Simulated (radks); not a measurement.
Question: Ta III, 71 electrons, occupied as [Xe] 4f14 5d3. Method: Dirac Kohn-Sham, PBEsol, spin-unpolarised, spherical densities, finite nucleus; open shells fill j = l - 1/2 first; Fermi nuclear charge, rms radius 5.3507 fm; computed with a radial shooting solver on a logarithmic mesh with Libxc functionals.

Spin-orbit splittings of the eigenvalues, e(l+1/2) - e(l-1/2), with zeta = 2 splitting/(2l+1) and mean radii in bohr:

| shell | occ. | splitting (eV) | zeta (eV) | <r> j=l-1/2 | <r> j=l+1/2 |
|---|---|---|---|---|---|
| 2p | 6 | 1269 | 846.3 | 0.06488 | 0.07272 |
| 3p | 6 | 273.2 | 182.2 | 0.1943 | 0.2089 |
| 3d | 10 | 59.54 | 23.82 | 0.1830 | 0.1875 |
| 4p | 6 | 63.01 | 42.00 | 0.4645 | 0.4977 |
| 4d | 10 | ? | ? | 0.5165 | 0.5280 |
| 4f | 14 | 1.983 | 0.5666 | 0.6340 | 0.6449 |
| 5p | 6 | 8.766 | 5.844 | 1.220 | 1.326 |
| 5d | 3 | 0.6979 | 0.2792 | 1.956 | 2.016 |

Estimate the 4d splitting.

Answer: 11.58 eV (zeta = 4.631 eV).
